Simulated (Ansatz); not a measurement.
Job for Ansatz (a quantum-chemistry and plane-wave program): R-PBE0/def2-TZVPPD on HF (SMILES F) with ghost functions. Files ending in .json are basis or fitting sets from the Basis Set Exchange.

Ansatz 0.2 input:
```yaml
crystal:
  periodic: [false, false, false]
  atoms:
    - {symbol: F, position_ang: [-0.08209952, 0.19386140, -0.50397270]}
    - {symbol: H, position_ang: [-0.06940098, 0.09894462, 0.41765146]}
basis:
  gaussian:
    orbitals: def2-TZVPPD.json
    ghost_atoms:
      - {symbol: H, position_ang: [-0.09102822, -0.45966174, 2.30920041]}
      - {symbol: H, position_ang: [0.00799744, 0.27667606, 2.37973646]}
hamiltonian:
  xc: {name: PBE0}
scf: {lower_state_search: off}
```

Output:

```
WARN ansatz: RAYON_NUM_THREADS=1 ignored (pool sized by the plan → 1); use --threads N
Functional definition: PBE0
these checks for a lower state are left out or cut short: stability, starts, cluster_reference, orbital_swaps, neighbouring_geometries, increment
integrals: 0.01 GiB planned
360 factors; their error is unknown
mean field: 0.15 GiB planned
mean field evaluation 1: about -2730.5254 eV, gradient 3.2e1 eV
mean field evaluation 2: about -2728.7691 eV, gradient 4.9e1 eV
mean field evaluation 4: about -2731.9106 eV, gradient 1.4e-1 eV
mean field evaluation 8: about -2731.9200 eV, gradient 9.3e-3 eV
mean field -2731.91999488 eV, -100.3962080500 hartree, gradient 6.0e-6 eV, S^2 0.000000; 0 other end points of the search recorded, 0 dependent functions left out
reference -2731.92002257 eV, -100.3962090676 hartree; 5, 5 occupied and 86, 86 virtual orbitals, 360 factors
Total energy: -2731.92002257 eV, -100.3962090676 hartree
Checks for a lower state left out: stability, starts, cluster_reference, orbital_swaps, neighbouring_geometries, increment
```

The calculation finished and met its thresholds.

Cost: about 0.23 core-seconds (a rough figure).
